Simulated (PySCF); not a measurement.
**Orbital picture of SnBi**

UHF at R = 2.718 Å; PySCF, scalar-relativistic core potentials, basis sets Sn cc-pVDZ-PP with ECP28, Bi cc-pVDZ-PP with ECP60. State: ²Π (doublet), unpaired electrons π ↑. Only the outer orbitals are listed, counted within each symmetry, core potentials removing the inner ones.

```csv
spin,orbital,occ.,ε (eV),on Sn (%),main shells (%)
α,7σ,1,-20.12,18,"81 Bi s, 14 Sn s"
α,8σ,1,-14.18,75,"75 Sn s, 14 Bi s, 10 Bi p"
α,5π,1,-8.03,18,"81 Bi p, 17 Sn p"
α,9σ,1,-7.79,51,"46 Bi p, 44 Sn p"
α,5π,1,-6.93,41,"58 Bi p, 40 Sn p"
α,6π,0,-0.21,82,"82 Sn p, 17 Bi p"
α,6π,0,0.11,60,"59 Sn p, 40 Bi p"
α,10σ,0,2.77,64,"64 Sn p, 43 Bi p"
β,7σ,1,-18.80,20,"78 Bi s, 16 Sn s"
β,8σ,1,-13.69,75,"73 Sn s, 16 Bi s, 10 Bi p"
β,9σ,1,-7.56,53,"47 Sn p, 45 Bi p"
β,5π,1,-6.74,30,"69 Bi p, 29 Sn p"
β,5π,0,-0.71,67,"66 Sn p, 33 Bi p"
β,6π,0,0.34,70,"70 Sn p, 29 Bi p"
β,6π,0,1.45,35,"65 Bi p, 34 Sn p"
```

Question: Which are the highest filled and the lowest empty level, where do they sit, and how wide is the gap?

Answer: Highest filled β 5π at -6.74 eV (in %: 69 Bi p, 29 Sn p); lowest empty β 5π at -0.71 eV (in %: 66 Sn p, 33 Bi p); the gap at UHF is 6.03 eV. Both belong to one degenerate shell, split only by its one-sided filling, so this is no excitation gap.

The bond order (Mayer) is 2.18 and the ⟨S²⟩ is 0.769. The charge on Sn (Mulliken, basis-dependent) is 0.17. The charge on Sn (Löwdin, basis-dependent) is 0.12, the dipole moment (positive dipole means Sn(−)Bi(+)) is -1.33 D and the polarisability along the bond is 163.1 bohr³. The polarisability across the bond is 53.3 bohr³.

These are scalar-relativistic numbers at best; spin–orbit coupling would shift them, the dissociation energy most. The state is the lowest determinant that a PBE0 search found; another state may lie lower at other levels.
